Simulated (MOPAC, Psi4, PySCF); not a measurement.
Intermolecular potential of CO2 ··· CH4S (SMILES O=C=O and CS). Monomers: optimised at B3LYP-D3(BJ) (def2-TZVP), held rigid. Orientation: a higher rigid-body minimum at GFN2-xTB. R is the distance of the centres of mass, along which the second monomer moves.

Geometry at R = 4.55 Å (first 3 atoms: monomer A):
```
9

O     -1.1223     0.2923     0.0000
C      0.0000     0.0000     0.0000
O      1.1223    -0.2923     0.0000
C      3.3051    -4.0270     1.9200
S      1.8859    -2.9266     2.2344
H      3.1621    -4.8953     2.5608
H      3.3281    -4.3564     0.8835
H      4.2444    -3.5466     2.1852
H      2.2391    -1.9530     1.3797
```

AM1, restricted, heats of formation (MOPAC); PM7, restricted, heats of formation (MOPAC); RKS-B3LYP/6-31G* = restricted B3LYP/6-31G*, spherical d, no counterpoise correction (PySCF); SAPT0/jun-cc-pVDZ, frozen core (Psi4).

Interaction energies in kJ/mol; the last columns give the difference from SAPT0:

```json
[
 {"R / Å": "3.95", "AM1": "20.16", "PM7": "7.22", "RKS-B3LYP/6-31G*": "18.38", "SAPT0/jun-cc-pVDZ": "18.41", "AM1 − SAPT0/jun-cc-pVDZ": "1.75", "PM7 − SAPT0/jun-cc-pVDZ": "-11.20", "RKS-B3LYP/6-31G* − SAPT0/jun-cc-pVDZ": "-0.03"},
 {"R / Å": "4.18", "AM1": "2.84", "PM7": "-1.71", "RKS-B3LYP/6-31G*": "4.09", "SAPT0/jun-cc-pVDZ": "3.90", "AM1 − SAPT0/jun-cc-pVDZ": "-1.06", "PM7 − SAPT0/jun-cc-pVDZ": "-5.61", "RKS-B3LYP/6-31G* − SAPT0/jun-cc-pVDZ": "0.19"},
 {"R / Å": "4.37", "AM1": "-1.46", "PM7": "-4.32", "RKS-B3LYP/6-31G*": "-0.83", "SAPT0/jun-cc-pVDZ": "-1.22", "AM1 − SAPT0/jun-cc-pVDZ": "-0.24", "PM7 − SAPT0/jun-cc-pVDZ": "-3.10", "RKS-B3LYP/6-31G* − SAPT0/jun-cc-pVDZ": "0.39"},
 {"R / Å": "4.55", "AM1": "-2.50", "PM7": "-4.91", "RKS-B3LYP/6-31G*": "-2.71", "SAPT0/jun-cc-pVDZ": "-3.19", "AM1 − SAPT0/jun-cc-pVDZ": "0.69", "PM7 − SAPT0/jun-cc-pVDZ": "-1.72", "RKS-B3LYP/6-31G* − SAPT0/jun-cc-pVDZ": "0.48"},
 {"R / Å": "4.72", "AM1": "-2.48", "PM7": "-4.72", "RKS-B3LYP/6-31G*": "-3.23", "SAPT0/jun-cc-pVDZ": "-3.74", "AM1 − SAPT0/jun-cc-pVDZ": "1.27", "PM7 − SAPT0/jun-cc-pVDZ": "-0.97", "RKS-B3LYP/6-31G* − SAPT0/jun-cc-pVDZ": "0.51"},
 {"R / Å": "4.95", "AM1": "-1.99", "PM7": "-4.13", "RKS-B3LYP/6-31G*": "-3.05", "SAPT0/jun-cc-pVDZ": "-3.62", "AM1 − SAPT0/jun-cc-pVDZ": "1.63", "PM7 − SAPT0/jun-cc-pVDZ": "-0.51", "RKS-B3LYP/6-31G* − SAPT0/jun-cc-pVDZ": "0.57"},
 {"R / Å": "5.26", "AM1": "-1.41", "PM7": "-3.40", "RKS-B3LYP/6-31G*": "-2.28", "SAPT0/jun-cc-pVDZ": "-2.96", "AM1 − SAPT0/jun-cc-pVDZ": "1.56", "PM7 − SAPT0/jun-cc-pVDZ": "-0.44", "RKS-B3LYP/6-31G* − SAPT0/jun-cc-pVDZ": "0.69"},
 {"R / Å": "5.52", "AM1": "-1.14", "PM7": "-2.88", "RKS-B3LYP/6-31G*": "-1.63", "SAPT0/jun-cc-pVDZ": "-2.39", "AM1 − SAPT0/jun-cc-pVDZ": "1.25", "PM7 − SAPT0/jun-cc-pVDZ": "-0.49", "RKS-B3LYP/6-31G* − SAPT0/jun-cc-pVDZ": "0.76"},
 {"R / Å": "6.05", "AM1": "-0.84", "PM7": "-1.94", "RKS-B3LYP/6-31G*": "-0.83", "SAPT0/jun-cc-pVDZ": "-1.50", "AM1 − SAPT0/jun-cc-pVDZ": "0.66", "PM7 − SAPT0/jun-cc-pVDZ": "-0.44", "RKS-B3LYP/6-31G* − SAPT0/jun-cc-pVDZ": "0.67"},
 {"R / Å": "6.74", "AM1": "-0.56", "PM7": "-1.04", "RKS-B3LYP/6-31G*": "-0.47", "SAPT0/jun-cc-pVDZ": "-0.85", "AM1 − SAPT0/jun-cc-pVDZ": "0.29", "PM7 − SAPT0/jun-cc-pVDZ": "-0.19", "RKS-B3LYP/6-31G* − SAPT0/jun-cc-pVDZ": "0.39"},
 {"R / Å": "7.73", "AM1": "-0.31", "PM7": "-0.41", "RKS-B3LYP/6-31G*": "-0.25", "SAPT0/jun-cc-pVDZ": "-0.42", "AM1 − SAPT0/jun-cc-pVDZ": "0.11", "PM7 − SAPT0/jun-cc-pVDZ": "0.02", "RKS-B3LYP/6-31G* − SAPT0/jun-cc-pVDZ": "0.17"},
 {"R / Å": "9.07", "AM1": "-0.16", "PM7": "-0.15", "RKS-B3LYP/6-31G*": "-0.13", "SAPT0/jun-cc-pVDZ": "-0.19", "AM1 − SAPT0/jun-cc-pVDZ": "0.04", "PM7 − SAPT0/jun-cc-pVDZ": "0.04", "RKS-B3LYP/6-31G* − SAPT0/jun-cc-pVDZ": "0.07"}
]
```

AM1 is furthest from SAPT0/jun-cc-pVDZ at 3.95 (1.75 kJ/mol, above); its mean absolute difference over the points is 0.88 kJ/mol.

PM7 is furthest from SAPT0/jun-cc-pVDZ at 3.95 (-11.20 kJ/mol, below); its mean absolute difference over the points is 2.06 kJ/mol.

RKS-B3LYP/6-31G* is furthest from SAPT0/jun-cc-pVDZ at 5.52 (0.76 kJ/mol, above); its mean absolute difference over the points is 0.41 kJ/mol.
